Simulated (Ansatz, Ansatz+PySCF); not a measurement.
```xyz
2

Ti    0.0000    0.0000   -0.3897
O     0.0000    0.0000    1.0716
```

UHF on triplet TiO was run in several spherical basis sets with Ansatz (development build ahead of 0.2.0).

(1) Rank the basis sets by the total energy that they give, lowest first, with the distance from the lowest.
A. def2-SVP
B. 6-31G(d)
C. cc-pVDZ
D. cc-pVTZ
E. def2-TZVP

Results:

(1) D (0.00 eV), E (0.52 eV), C (0.69 eV), B (3.08 eV), A (6.09 eV).

Totals follow the description of the cores as much as that of the bonds, so this order isn't one of quality for chemistry.
